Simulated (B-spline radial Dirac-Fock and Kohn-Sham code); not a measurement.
**Two-hole binding energies of Dy¹⁴⁺**

System: dysprosium as Dy¹⁴⁺ in the configuration [Kr] 4d10 4f4 5s2.

Method: relaxed Dirac-Fock hole states (ΔSCF) with Breit and QED corrections and a finite nucleus. Computed with a B-spline atomic structure program. U is the two-hole binding energy less the two single-hole energies, the effective repulsion of the holes after relaxation. Each two-hole energy is an average over J within one jj subconfiguration.

| holes | E(a) (eV) | E(b) (eV) | E(ab) (eV) | U (eV) |
| --- | --- | --- | --- | --- |
| 1s⁻¹ 2p1/2⁻¹ | 54110.4 | 8906.9 | 63377.0 | 359.7 |
| 1s⁻¹ 2p3/2⁻¹ | 54110.4 | 8116.2 | 62537.6 | 311.0 |
| 1s⁻¹ 3p3/2⁻¹ | 54110.4 | 2007.5 | 56225.9 | 108.0 |
| 1s⁻¹ 3d3/2⁻¹ | 54110.4 | 1660.3 | 55874.8 | 104.1 |
| 1s⁻¹ 3d5/2⁻¹ | 54110.4 | 1624.8 | 55836.5 | 101.2 |
| 2p1/2⁻¹ 2p3/2⁻¹ | 8906.9 | 8116.2 | 17249.9 | 226.8 |
| 2p3/2⁻² | 8116.2 | 8116.2 | ? | ? |
| 2s⁻¹ 3p1/2⁻¹ | 9379.5 | 2174.4 | 11651.4 | 97.4 |
| 2s⁻¹ 3d5/2⁻¹ | 9379.5 | 1624.8 | 11104.1 | 99.7 |
| 2p1/2⁻¹ 3d3/2⁻¹ | 8906.9 | 1660.3 | 10667.6 | 100.4 |
| 2p3/2⁻¹ 3s⁻¹ | 8116.2 | 2379.6 | 10588.9 | 93.1 |
| 2p3/2⁻¹ 3d5/2⁻¹ | 8116.2 | 1624.8 | 9840.0 | 99.0 |
| 3d3/2⁻² | 1660.3 | 1660.3 | 3401.8 | 81.1 |
| 3d3/2⁻¹ 3d5/2⁻¹ | 1660.3 | 1624.8 | 3366.8 | 81.6 |

**Question.** Give the missing two-hole energy and U.

**Answer.** E(ab) = 16454.2 eV and U = 221.8 eV.
